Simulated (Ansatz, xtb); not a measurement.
## H5InNSi: which of two conformers lies lower

We compare a, `N[SiH2][InH]`, a doublet, with b, `N[SiH2][InH]`, a doublet. Both are isolated molecules in the gas phase, relaxed with PBE0-D3(BJ)/def2-SVP.

a (Å):

```tsv
atom	x (Å)	y (Å)	z (Å)
In	-0.4171	1.6807	2.4265
N	-1.7770	3.1525	-0.5826
Si	-1.8483	1.6066	0.2118
H	-2.5006	3.4155	-1.2440
H	-0.8800	3.5374	-0.8560
H	-3.2906	1.3766	0.5387
H	-1.4165	0.4098	-0.6018
H	1.0644	2.6600	2.4836
```

b (Å):

```csv
atom,x (Å),y (Å),z (Å)
In,2.3500,0.4296,0.2331
N,-1.1003,0.2798,-1.4574
Si,-0.3071,0.3245,0.0992
H,-1.0297,1.1053,-2.0448
H,3.3142,0.4577,-1.2659
H,-0.9682,-0.5501,-2.0279
H,-0.7336,-0.9022,0.8466
H,-0.8281,1.5270,0.8261
```

Energies in hartree; the thermal terms are from PBE0-D3(BJ)/def2-SVP harmonic frequencies (ideal gas, rigid rotor, one conformer each, 298.15 K, 1 atm) and include the zero-point energy:

|  | a | b |
| --- | --- | --- |
| E, CCSD(T)/def2-SVP | −535.750939 | −535.750448 |
| E, MP2/def2-SVP | −535.695937 | −535.694791 |
| E, MP2/def2-TZVPP | −536.144683 | −536.143796 |
| zero-point energy | 0.047352 | 0.047284 |
| H(298 K) − E | 0.054951 | 0.055000 |
| G(298 K) − E | 0.015220 | 0.014739 |

**Question.** Correct the CCSD(T) difference for the basis set by the MP2 change, then work out ΔE, ΔE₀, ΔH and ΔG for a → b in kJ/mol (1 Eh = 2625.50 kJ/mol) and the equilibrium ratio [b]/[a].

**Answer.** 1. Differences b − a: CCSD(T) +0.000491, MP2 in the small set +0.001146, MP2 in the large set +0.000887 Eh.
2. ΔE = +0.000491 + (+0.000887 − (+0.001146)) = +0.000232 Eh = +0.61 kJ/mol.
3. ΔE₀ = ΔE + ΔZPE = +0.000232 + (−0.000068) Eh = +0.43 kJ/mol.
4. ΔH = ΔE + (+0.000049) Eh = +0.74 kJ/mol.
5. ΔG = ΔE + (−0.000481) Eh = −0.65 kJ/mol, so ΔS = (ΔH − ΔG)/T = +4.7 J/(mol K).
6. kT = 0.9442 mEh, so K = [b]/[a] = exp(−ΔG/kT) = exp(+0.26) ≈ 1.3.

The two are too close for this level to say which is favoured. An error of 4 kJ/mol in ΔG would change K by a factor of 5. Mirror images and further conformers aren't counted.

Other levels gave ΔE = −0.9 (PBE0-D3(BJ)/def2-SVP); +4.7 (HF/def2-SVP); +3.0 (MP2/def2-SVP); +1.3 (CCSD(T)/def2-SVP) kJ/mol. Open shells are spin-unrestricted. The correlated steps freeze 10 core orbitals; the filled d shell of In is correlated, in a basis made for valence electrons. Atoms past krypton carry core potentials in the def2 sets, without spin–orbit terms. Programs: Ansatz 0.2.0.
